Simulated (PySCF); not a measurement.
SMILES C/C=C\C(C)(C)C, GFN2-xTB optimised geometry.

```
21

C      0.21    -2.10     1.07
C     -0.54    -0.96     1.67
C     -0.70     0.29     1.24
C     -0.16     0.96     0.00
C     -0.69     0.29    -1.27
C      1.38     0.96     0.00
C     -0.63     2.42     0.00
H     -0.46    -2.94     0.92
H      0.68    -1.85     0.13
H      0.99    -2.42     1.77
H     -1.03    -1.22     2.61
H     -1.30     0.94     1.86
H     -0.36     0.83    -2.15
H     -0.35    -0.74    -1.35
H     -1.78     0.28    -1.26
H      1.75     1.43     0.91
H      1.78    -0.05    -0.05
H      1.75     1.52    -0.86
H     -1.72     2.47    -0.01
H     -0.26     2.94    -0.88
H     -0.27     2.94     0.88
```

Density from CAM-B3LYP/def2-SVP in PySCF 2.14.0 at that geometry.

Minimum of the electron density along straight lines between bonded atoms, close to the bond critical point (lines longer than 1.1 times the sum of covalent radii, or with two minima, are not listed):

```
bond    length / Å  ρ at the minimum / e bohr⁻³  ∇²ρ there / e bohr⁻⁵  position (fraction from the first atom)
------  ----------  ---------------------------  --------------------  ---------------------------------------
C1–C2        1.494                        0.258                 -0.62                                     0.50
C2–C3        1.325                        0.344                 -0.92                                     0.50
C3–C4        1.514                        0.254                 -0.60                                     0.51
C4–C5        1.534                        0.243                 -0.56                                     0.50
C4–C6        1.534                        0.243                 -0.56                                     0.50
C4–C7        1.534                        0.245                 -0.57                                     0.50
C1–H8        1.090                        0.274                 -1.00                                     0.63
C1–H9        1.084                        0.280                 -1.05                                     0.63
C1–H10       1.091                        0.274                 -1.00                                     0.63
C2–H11       1.085                        0.281                 -1.06                                     0.63
C3–H12       1.083                        0.281                 -1.05                                     0.63
C5–H13       1.088                        0.276                 -1.01                                     0.62
C5–H14       1.085                        0.278                 -1.03                                     0.63
C5–H15       1.088                        0.277                 -1.02                                     0.63
C6–H16       1.088                        0.277                 -1.02                                     0.63
C6–H17       1.085                        0.279                 -1.03                                     0.63
C6–H18       1.088                        0.276                 -1.01                                     0.62
C7–H19       1.088                        0.277                 -1.02                                     0.63
C7–H20       1.088                        0.277                 -1.02                                     0.63
C7–H21       1.088                        0.277                 -1.02                                     0.63
```
